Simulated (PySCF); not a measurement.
**Ionisation energy of Ba(38+) by level of theory**

Ba(38+) [Ar] (1S) → Ba(39+) [Ne] 3s2 3p5 (2P), as a difference of total energies. All numbers are calculated (PySCF 2.14, the non-relativistic Hamiltonian (point nucleus), in an uncontracted even-tempered set (16 s from 6.9 bohr⁻², ratio 2.5; 10 p from 9 bohr⁻², ratio 2.5; 5 d from 40 bohr⁻², ratio 2.7; 4 f from 60 bohr⁻², ratio 2.7)). Correlated levels: outer shells: 1s2 frozen; virtual orbitals above 40 to 60 times the deepest correlated orbital energy dropped. The calculations carry no spin-orbit coupling.

```json
{"method": "UHF", "ionisation energy (eV)": "2796.2"}
{"method": "LDA", "ionisation energy (eV)": "2797.5"}
{"method": "PBE", "ionisation energy (eV)": "2797.7"}
{"method": "PBE0", "ionisation energy (eV)": "2797.9"}
{"method": "r2SCAN", "ionisation energy (eV)": "2798.4"}
{"method": "B3LYP", "ionisation energy (eV)": "2798.0"}
{"method": "M06", "ionisation energy (eV)": "2798.6"}
{"method": "MP2 (outer shells)", "ionisation energy (eV)": "2797.1"}
{"method": "SCS-MP2 (outer shells)", "ionisation energy (eV)": "2796.9"}
```

A first-order spin-orbit estimate (lowest level to lowest level, LS coupling) adds -23.664 eV.

The gap to the reference is mostly relativistic.

For comparison: 2814 ± 4 eV (theoretical estimate listed by NIST; NIST Atomic Spectra Database, ionization energies).
